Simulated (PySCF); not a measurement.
Numbering as in the mapped SMILES `[CH3:1][CH2:2][AlH2-:3][NH3+:4]`. Hydrogens are named by the atom that carries them.

Geometry: PBE0-D3(BJ)/def2-SVP; GIAO shifts from PySCF, gas phase, non-relativistic, averaged over equivalent atoms.

At PBE0/aug-cc-pVDZ (186 basis functions, 32 s wall time on 1 thread of an Arm Neoverse N1, shared host):
| atoms | δ (ppm) |
| --- | --- |
| C1 | 11.9 |
| C2 | 3.8 |
| Al3 | 80.2 |
| N4 | 19.6 |
| H(Al3) | 4.34 |
| H(N4) | 1.72 |
| H(C1) | 1.10 |
| H(C2) | 0.05 |

Scale: TMS for 13C (σ = 195.12 ppm), 1H (σ = 31.39 ppm); AlH4- for 27Al (σ = 541.08 ppm); 15N (σ = 269.84 ppm) vs NH3 (reference shieldings calculated alike).

**Question.** Predict the values at PBE0/cc-pVTZ on the same geometry.

**Answer.** 
```
 atoms  δ at PBE0/cc-pVTZ  change
    C1               12.0    +0.1
    C2                1.7    -2.1
   Al3               80.1    -0.1
    N4               25.9    +6.3
H(Al3)               4.12   -0.22
 H(N4)               1.80   +0.08
 H(C1)               1.02   -0.08
 H(C2)              -0.06   -0.11
```

Shifts are taken against calculated references (same method and geometry level): TMS for 13C (187.29 ppm), 1H (31.29 ppm); 27Al (492.66 ppm) against AlH4-; NH3 for 15N (266.77 ppm).

The largest change is at N4 (donor nitrogen of a Lewis adduct). Cost: 264 basis functions, 54 s wall time on 1 thread of an Arm Neoverse N1, shared host.

Experimental scales use liquid or dissolved standards, which lie at an offset from isolated NH3 (liquid NH3: subtract about 20 ppm).
